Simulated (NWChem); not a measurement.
Molecule: CH3ClFeN2, quintet; SMILES [Cl][Fe]1[NH]C=[NH]->1

```xyz
8

Fe     0.0040    -0.1408     0.0000
Cl    -0.0029    -2.3125     0.0000
C     -0.0055     2.2680     0.0000
N      0.0004     1.5623    -1.1153
N      0.0004     1.5623     1.1153
H     -0.0147     3.3729     0.0000
H     -0.0066     2.0611    -1.9951
H     -0.0066     2.0611     1.9951
```
Atoms are numbered in this order, from 1.

Computed with NWChem. Spin-unrestricted. The geometry was optimised at PBE0/def2-SVP, spin-unrestricted. No frequency run checked for a minimum. The spin multiplicity was typed, not searched, and may not be the lowest. No stability test was run on the SCF state.

**Question.** Taking PBE/aug-pcseg-1 as the yardstick, which of these has the fewest basis functions while keeping “highest occupied level (eV)” within 0.05 eV of it: PBE/STO-3G; PBE/pcseg-1; PBE/def2-SVP?

**Answer.** none of them.
| level | basis functions | highest occupied level (eV) |
|---|---|---|
| PBE/STO-3G | 45 | -1.04 |
| PBE/pcseg-1 | 106 | -4.69 |
| PBE/def2-SVP | 106 | -4.36 |
| PBE/aug-pcseg-1 | 170 | -4.77 |

The yardstick is one finite set, not the basis-set limit.
